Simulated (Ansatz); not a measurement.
Gas-phase reaction R1 → P1 + P2, each structure at its B3LYP-D3(BJ)/def2-TZVP stationary point, reached from a drawn start (curvature not checked).
R1, H5W (SMILES [WH5]) (charge 0, multiplicity 2):
```csv
atom,x (Å),y (Å),z (Å)
W,-0.2455,-0.0017,0.0019
H,0.5647,0.0093,1.4891
H,0.5452,-0.0020,-1.4956
H,1.4331,0.0124,-0.0099
H,-1.1607,1.4554,0.0012
H,-1.1369,-1.4734,0.0133
```
P1, H4W (SMILES [WH4]) (charge 0, multiplicity 3):
```xyz
5

W      0.000     0.000     0.000
H      0.994     0.974     0.994
H      0.981    -0.993    -0.989
H     -0.976     1.001    -0.987
H     -1.000    -0.982     0.981
```
P2: H atom, charge 0, multiplicity 2.

P less R. No zero-point or thermal terms; open shells are unrestricted; no spin–orbit coupling. The spin states of the d-block species are the ones drawn and need not be the lowest.

Codes used: Ansatz (Gaussian basis) for Hartree–Fock, density functionals and correlated methods. No computed number here is a measurement. Elements past Kr take the def2 small-core potentials, without spin–orbit coupling.

One of these levels gives 2.456 eV for the reaction energy. Name it.
(A) r2SCAN/def2-TZVPP
(B) HF/def2-QZVPP
(C) SVWN5/def2-TZVPP

A, r2SCAN/def2-TZVPP. The others give 0.979 (HF/def2-QZVPP), 3.158 (SVWN5/def2-TZVPP)

Ansatz is an electronic-structure program.
